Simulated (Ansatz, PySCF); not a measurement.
Reaction (SMILES): C=[SiH2] -> C=[SiH2] as doublet, charge -1 (an electron is taken up)
Each molecule is optimised on its own at B3LYP-D3(BJ)/def2-TZVP (Ansatz, an electronic-structure program). Unstable Hartree-Fock reference: C=[SiH2]. A spin state is the lowest found, not a proven ground state.

Quantity: adiabatic electron affinity (0 K, with B3LYP-D3(BJ) harmonic zero-point energies from PySCF), positive where the reaction releases energy, in eV. Valence correlation only, unless marked. UHF or UKS for open shells. Spin-orbit coupling is left out. Non-relativistic. Anions need diffuse functions: aug- sets have them; def2-D sets add few; the other sets have none. CBS marks a two-point X^-3 extrapolation of the correlation energy; Hartree-Fock from the larger set. The bracket is a focal-point correction in the basis named.

| level | program | adiabatic electron affinity (eV) |
|---|---|---|
| revPBE/def2-TZVPD | Ansatz | 0.23 |
| PBE0-D3(BJ)/def2-TZVP | Ansatz + dftd3 | … |
| B2GP-PLYP-D4/def2-TZVPD | Ansatz + dftd4 | … |
| RI-MP2/CBS(aug-cc-pV(T+d)Z,aug-cc-pV(Q+d)Z)+[CCSD(T)-MP2]/aug-cc-pV(T+d)Z | Ansatz | 0.11 |

Fill in the missing entries.


- PBE0-D3(BJ)/def2-TZVP, adiabatic electron affinity (eV): 0.13
- B2GP-PLYP-D4/def2-TZVPD, adiabatic electron affinity (eV): 0.02
